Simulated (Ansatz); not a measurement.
Reactions of BFH6Si2 (`FB[SiH2][SiH3]`).

Gas-phase electronic energies from Ansatz, PBE0-D4/def2-TZVP geometries. CCSD(T)/CBS adds triple-zeta CCSD(T) − MP2 to the extrapolated MP2 energy (def2 sets, frozen cores). This one scheme is used for every species. For Se outer-core shells are correlated without core-valence functions, which leaves a few kJ/mol of doubt a bond. Scalar relativity is left out up to krypton. One conformer a species, not always the lowest.

(1) Order these by ΔE at CCSD(T)/CBS, lowest first. (Estimate.)
A. `FB[SiH2][SiH3]` + `C[SiH2]N` → `C[SiH](N)BF` + `[SiH3][SiH3]`
B. `FB[SiH2][SiH3]` → `F[SiH2]B[SiH3]`
C. `FB[SiH2][SiH3]` + `NCF` → `FCN[SiH2][SiH3]` + `BF`
D. `FB[SiH2][SiH3]` + H₂ → `FB[SiH3]` + SiH₄
E. `FB[SiH2][SiH3]` + `O[Si](O)(F)Cl` → `O[Si](F)(Cl)O[SiH3]` + `FB[SiH3]`
F. `FB[SiH2][SiH3]` + `B[SeH]` → `B[Se][SiH2][SiH3]` + `BF`
G. `FB[SiH2][SiH3]` + H₂S → `FB[SiH2]S` + SiH₄
H. `FB[SiH2][SiH3]` → `FB[SiH3]` + `[SiH2]`

Largest T1 diagnostic: 0.015, for `FB[SiH2][SiH3]`.

## Answers

(1) E (-0.98 eV), F (-0.84 eV), C (-0.59 eV), G (-0.49 eV), D (-0.12 eV), A (+0.12 eV), B (+0.30 eV), H (+2.53 eV).
